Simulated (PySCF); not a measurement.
# Vertical excitation energies

C₇H₇FSe.
SMILES: `C[Se]c1ccc(F)cc1`

Method used: TDDFT wB97X-D/def2-SVPD, vertical, gas phase, core orbitals frozen in the response (PySCF 2.14.0, density-fitted response routines). The structure is a single PBE0-D3(BJ)/def2-SVP conformer in the gas phase; no vibrational or solvent corrections. Relativistic effects, spin–orbit coupling among them, are left out although an element past zinc is present. Torsions of this conformer, `[CH3:1][Se:2][c:3]1[cH:4][cH:5][c:6]([F:7])[cH:8][cH:9]1`: C1–Se2–C3–C4 1°.

Q: Predict the UV-vis stick spectrum at this level.

A: 

| state | E (eV) | λ (nm) | ν̃ (cm⁻¹) | f | symmetry | main configurations (H = HOMO, L = LUMO) |
| --- | --- | --- | --- | --- | --- | --- |
| S1 | 4.70 | 263.9 | 37890 | 0.019 | A′ | H→L (88%) |
| S2 | 4.72 | 262.6 | 38080 | 0.0006 | – | H→L+2 (76%), H→L+6 (10%) |
| S3 | 5.25 | 236.1 | 42360 | 0.251 | A′ | H→L+1 (94%) |
| S4 | 5.80 | 213.8 | 46760 | 0.024 | A″ | H→L+3 (57%), H→L+4 (25%) |
| S5 | 5.97 | 207.5 | 48190 | 0.016 | A″ | H→L+4 (62%), H→L+3 (23%) |
| S6 | 6.31 | 196.4 | 50910 | 0.033 | A′ | H-2→L (43%), H-1→L+1 (42%), H→L (9%) |
| S7 | 6.57 | 188.7 | 53010 | 0.215 | A′ | H-1→L (70%), H-2→L+1 (18%) |
| S8 | 6.80 | 182.4 | 54810 | 0.0002 | – | H→L+6 (60%), H→L+9 (12%) |
| S9 | 6.89 | 179.9 | 55580 | 0.045 | A′ | H→L+5 (90%) |
| S10 | 6.93 | 178.9 | 55890 | 0.0007 | – | H→L+7 (62%) |

Triplets (Tamm–Dancoff): T1 3.87 eV, H→L+1 (61%), H-1→L (14%), H-2→L+1 (10%); T2 4.03 eV, H→L (77%), H-2→L (10%), H→L+1 (8%); T3 4.36 eV, H→L+2 (71%), H→L+6 (12%); T4 4.69 eV, H-1→L (81%), H→L+1 (16%).

The lowest singlet comes at 264 nm (453 kJ/mol) in the ultraviolet; it is weak; its leading configuration is HOMO→LUMO (88%). The most intense listed level is S3 at 5.25 eV (236 nm, f = 0.251), 0.55 eV above S1. Löwdin shares by element: HOMO selenium 50%, carbon 26% or more (atoms not listed hold the other 24%); LUMO carbon 73% or more (atoms not listed hold the other 27%). Orbital energies (eV): HOMO-3 -10.93, HOMO-2 -9.92, HOMO-1 -9.56, HOMO -7.71, LUMO 1.02, LUMO+1 1.36, LUMO+2 1.54. Of the 10 states listed, 7 reach f = 0.01 and 1 stays under 0.0005. The oscillator strengths of these states sum to 0.606; summed over the whole spectrum of an exact calculation they would give the number of electrons, 92 (Thomas–Reiche–Kuhn). The vertical ionisation energy (ΔSCF) is 7.84 eV, 0.91 eV above S10. Symmetry labels in Cs follow from the direction of the transition dipole and are given only for states with f of 0.002 or more. Singlets were solved by full linear response, triplets in the Tamm–Dancoff approximation.

On an x86-64 server with one thread, shared host, this took 93 s of wall time.
